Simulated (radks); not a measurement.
Task: Ta3+, configuration [Xe] 4f14 5d1.75 6d0.25 (fractional occupations, a model configuration). All-electron calculation, Dirac Kohn-Sham, RPBE, spin-unpolarised, spherical densities, finite nucleus; open shells are shared between the two j in proportion to 2j + 1; Fermi nuclear charge, rms radius 5.3507 fm. Program: a radial shooting solver on a logarithmic mesh with Libxc functionals.

Spin-orbit splittings of the eigenvalues, e(l+1/2) - e(l-1/2), with zeta = 2 splitting/(2l+1) and mean radii in bohr:

shell  occ.  splitting (eV)  zeta (eV)  <r> j=l-1/2  <r> j=l+1/2
2p        6               ?          ?      0.06487      0.07271
3p        6           273.4      182.3       0.1942       0.2088
3d       10           59.56      23.82       0.1829       0.1874
4p        6           62.92      41.95       0.4645       0.4975
4d       10           11.56      4.624       0.5165       0.5279
4f       14           1.986     0.5674       0.6315       0.6419
5p        6           8.961      5.974        1.207        1.304
5d     1.75          0.8455     0.3382        1.797        1.843
6p        0           1.314     0.8762        3.117        3.303
6d     0.25          0.1676    0.06704        4.566        4.629

Estimate the 2p splitting.

Result: 1270 eV (zeta = 846.7 eV).
